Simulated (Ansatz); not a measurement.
Diatomic AgH, closed-shell singlet (the spin of the measured ground state). No spin–orbit coupling.

D_e counts from the fitted minimum to each atom's lowest state at the same level, without counterpoise. The singlet is restricted.

Correlated levels freeze the inner cores; with def2 sets outer-core shells near the valence are correlated too. CBS: X⁻³ extrapolation of the correlation energy, Hartree–Fock from the larger set.

Codes used: Ansatz (Gaussian basis) for Hartree–Fock, density functionals and correlated methods. Values without a source in brackets are computed. In def2 rows elements past Kr take small-core potentials, without spin–orbit coupling.

```
level                                bond energy D_e (eV)
-----------------------------------  --------------------
SVWN5/def2-TZVPP                                    2.980
PBE/def2-TZVPP                                      2.449
r2SCAN/def2-TZVPP                                   2.489
B3LYP/def2-TZVPP                                    2.386
BHLYP/def2-TZVPP                                    2.187
wB97X-V/def2-TZVPP                                  2.401
CCSD/def2-TZVPP                                         …
CCSD(T)/def2-TZVPP                                  2.389
CCSD(T)/CBS(def2-TZVPP, def2-QZVPP)                 2.406
```

Task: Fill in the missing entries.

Result: 
- CCSD/def2-TZVPP, bond energy D_e (eV): 2.303

Ansatz is an electronic-structure program.
